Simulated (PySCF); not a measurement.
Computed shifts of a molecule C₃H₃BFNO, PySCF with PBE/pcSseg-1, GIAO, gas phase, equivalent atoms averaged, in ppm (number of nuclei): ¹⁵N: 309.4 (1). ¹³C: 117.4 (1), 73.7 (1), 21.9 (1). ¹⁹F: -98.2 (1). ¹H: 4.67 (2), 3.07 (1). References: ¹⁵N against NH3 (σ = 267.0 ppm); ¹³C against TMS (σ = 182.0 ppm); ¹⁷O against H2O (σ = 334.3 ppm); ¹¹B against BF3 (σ = 83.9 ppm); ¹⁹F against CFCl3 (σ = 133.6 ppm); ¹H against TMS (σ = 31.49 ppm), references at their B3LYP-D3(BJ)/def2-TZVP geometries, non-relativistic. The structure is a stationary point at B3LYP-D3(BJ)/def2-SVP. Other conformers were not sampled.

Question: Pick the molecule that these values belong to.
A) N#C[C@@H]1COB1F
B) OB1C=NC=C1F
C) O=C1CB(F)C=N1
D) C=CC1=NB(F)O1

Answer: A, N#C[C@@H]1COB1F
